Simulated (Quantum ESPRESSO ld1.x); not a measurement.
The numbers below are computed, except where a source is named.
Problem. Radial electron density D(r) = 4 pi r^2 rho(r) of an atom or ion with 60 electrons. Code: ld1.x of Quantum ESPRESSO 7.5. Model: scalar-relativistic Kohn-Sham, LDA (Slater exchange, VWN5 correlation), spin-polarised, spherical densities, point nucleus.

```
   r/bohr * D(r) (the largest magnitude, 106, reaches the edge; | marks zero)
 0.003761 |             *
 0.004976 |                   *
 0.006584 |                          *
 0.008711 |                                 *
  0.01153 |                                       *
  0.01525 |                                          *
  0.02018 |                                        *
   0.0267 |                                     *
  0.03533 |                                      *
  0.04674 |                                             *
  0.06184 |                                                      *
  0.08183 |                                                     *
   0.1083 |                                            *
   0.1433 |                                          *
   0.1895 |                                                *
   0.2508 |                                        *
   0.3292 |                      *
   0.4356 |                    *
   0.5763 |                      *
   0.7625 |              *
    1.009 |       *
    1.335 |    *
    1.766 |  *
    2.337 |*
    3.092 *
    4.091 *
    5.413 *
```

What is the nuclear charge?

Solution. Z = 62. The innermost maximum, from 1s, lies near gamma/Z bohr with gamma = sqrt(1 - (Z/c)^2) = 0.892, here 0.0144 bohr (found: 0.0157), and its height grows with Z. The density is that of the samarium ion Sm2+ in [Xe] 4f(up 6, down 0); the configuration itself is not fixed sharply by these data, and Z only to a few units. D(r) has 4 maxima, at r = 0.0157, 0.0703, 0.196, 0.541 bohr, and minima at 0.0303, 0.129, 0.389 bohr, inside which lie 1.95, 11.15, 29.19 electrons.
